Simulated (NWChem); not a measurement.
System: C2HF3; SMILES FC(=CF)F

NWChem input:

```
start job
memory heap 200 mb stack 900 mb global 1100 mb
geometry units angstroms
  F      0.077472    -1.879090     0.000000
  C     -0.628297    -0.754922     0.000000
  C     -0.030783     0.432853     0.000000
  F      1.261861     0.620864     0.000000
  F     -0.696918     1.560862     0.000000
  H     -1.713533    -0.858186     0.000000
end
basis spherical
  * library 3-21g
end
dft
  xc hfexch
  iterations 150
end
driver
  maxiter 120
end
task dft optimize
task dft freq
```

Parts of the log:

```
             Northwest Computational Chemistry Package (NWChem) 7.3.0
             --------------------------------------------------------

 CS  symmetry detected

                             Geometry "geometry" -> ""
                             -------------------------

 Output coordinates in angstroms (scale by  1.889725989 to convert to a.u.)

  No.       Tag          Charge          X              Y              Z
 ---- ---------------- ---------- -------------- -------------- --------------
    1 F                    9.0000     0.03933774    -1.87848895     0.00000000
    2 C                    6.0000    -0.64518273    -0.74125753     0.00000000
    3 C                    6.0000    -0.02545508     0.43508004     0.00000000
    4 F                    9.0000     1.27049355     0.59876813     0.00000000
    5 F                    9.0000    -0.67027636     1.57540703     0.00000000
    6 H                    1.0000    -1.73216752    -0.82411093     0.00000000

 Effective nuclear repulsion energy (a.u.)     173.7966861881

      Symmetry information
      --------------------

 Group name             Cs
 Group number              2
 Group order               2
 No. of unique centers     6

                                Z-matrix (autoz)
                                --------

 Units are Angstrom for bonds and degrees for angles

      Type          Name      I     J     K     L     M      Value
      ----------- --------  ----- ----- ----- ----- ----- ----------
    1 Stretch                  1     2                       1.32735
    2 Stretch                  2     3                       1.32960
    3 Stretch                  2     6                       1.09014
    4 Stretch                  3     4                       1.30625
    5 Stretch                  3     5                       1.31002
    6 Bend                     1     2     3               121.17397
    7 Bend                     1     2     6               116.68567
    8 Bend                     2     3     4               124.98029
    9 Bend                     2     3     5               122.73160
   10 Bend                     3     2     6               122.14036
   11 Bend                     4     3     5               112.28811
   12 Torsion                  1     2     3     4           0.00000
   13 Torsion                  1     2     3     5         180.00000
   14 Torsion                  4     3     2     6         180.00000
   15 Torsion                  5     3     2     6           0.00000

  xc_inp: hfexch multiplicative factor not found.

                           NWChem Geometry Optimization
                           ----------------------------

[...]

      ----------------------
      Optimization converged
      ----------------------

  Step       Energy      Delta E   Gmax     Grms     Xrms     Xmax
  ---- ---------------- -------- -------- -------- -------- --------
@    4    -372.54590166 -4.6D-07  0.00006  0.00003  0.00054  0.00116
                                     ok       ok       ok       ok

                                Z-matrix (autoz)
                                --------

 Units are Angstrom for bonds and degrees for angles

[...]

 Rotational Constants
 --------------------
 A=   0.349746 cm-1  (  0.503195 K)
 B=   0.128340 cm-1  (  0.184648 K)
 C=   0.093888 cm-1  (  0.135080 K)

 Temperature                      =   298.15K
 frequency scaling parameter      =   1.0000

 Zero-Point correction to Energy  =   20.232 kcal/mol  (  0.032242 au)
 Thermal correction to Energy     =   22.917 kcal/mol  (  0.036521 au)
 Thermal correction to Enthalpy   =   23.510 kcal/mol  (  0.037465 au)

 Total Entropy                    =   69.149 cal/mol-K
   - Translational                =   39.109 cal/mol-K (mol. weight =  82.0030)
   - Rotational                   =   25.440 cal/mol-K (symmetry #  =        1)
   - Vibrational                  =    4.600 cal/mol-K

 Cv (constant volume heat capacity) =   13.480 cal/mol-K
   - Translational                  =    2.979 cal/mol-K
   - Rotational                     =    2.979 cal/mol-K
   - Vibrational                    =    7.521 cal/mol-K

[normal modes left out]

 ----------------------------------------------------------------------------
 Normal Eigenvalue ||           Projected Infra Red Intensities
  Mode   [cm**-1]  || [atomic units] [(debye/angs)**2] [(KM/mol)] [arbitrary]
 ------ ---------- || -------------- ----------------- ---------- -----------
    1       -0.000 ||    0.000299           0.007         0.292       0.091
    2       -0.000 ||    0.000314           0.007         0.306       0.096
    3       -0.000 ||    0.000130           0.003         0.127       0.040
    4       -0.000 ||    0.000677           0.016         0.660       0.207
    5       -0.000 ||    0.001964           0.045         1.914       0.599
    6        0.000 ||    0.000128           0.003         0.125       0.039
    7      242.505 ||    0.008506           0.196         8.292       2.593
    8      342.429 ||    0.014373           0.332        14.011       4.382
    9      501.705 ||    0.004874           0.112         4.751       1.486
   10      652.556 ||    0.003395           0.078         3.310       1.035
   11      664.798 ||    0.004399           0.101         4.288       1.341
   12     1000.755 ||    0.045822           1.057        44.670      13.970
   13     1004.694 ||    0.057944           1.337        56.487      17.666
   14     1264.263 ||    0.142871           3.296       139.278      43.559
   15     1416.322 ||    0.134604           3.105       131.219      41.038
   16     1535.232 ||    0.091808           2.118        89.499      27.990
   17     2041.313 ||    0.072401           1.670        70.580      22.074
   18     3492.969 ||    0.005886           0.136         5.738       1.795
 ----------------------------------------------------------------------------
```

Level: Hartree-Fock/3-21G.
